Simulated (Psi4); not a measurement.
allene (C3H4), singlet, geometry from GFN2-xTB. Base run: TPSS/STO-3G (Psi4).

The Psi4 input:
```
memory 2 GB

molecule {
0 1
  C    -0.00000000   -0.00000000    0.00000000
  C    -0.02428489   -0.00797595    1.29323327
  C     0.02428489    0.00797595   -1.29323327
  H    -0.02279966    0.90521058    1.86629685
  H    -0.04707169   -0.92815861    1.85453385
  H     0.95147753   -0.00077006   -1.84327965
  H    -0.88160618    0.02371808   -1.87755105
}

set basis sto-3g

energy('tpss')
print_variables()
```

Each row names what was changed in the base input (with any setting that the change needs).

```tsv
change	ΔE vs base (mEh)	SCF cycles	grid points	basis functions
base	0.000	6	150292	19
basis_guess = sto-3g	0.000	1	150292	19
dft_pruning_scheme = robust	0.000	6	103162	19
dft_spherical_points = 110	0.013	6	54760	19
d_convergence = 1e-10	0.000	8	150292	19
guess = sap	0.000	7	150292	19
dft_spherical_points = 974	0.003	6	484288	19
guess = sadno	0.000	7	150292	19
scf_type = mem_df	0.000	6	150292	19
dft_spherical_points = 590	0.002	6	293483	19
dft_basis_tolerance = 1e-8	0.000	6	147745	19
dft_radial_points = 35	-0.117	6	71339	19
guess = modhuckel	0.000	8	150292	19
```
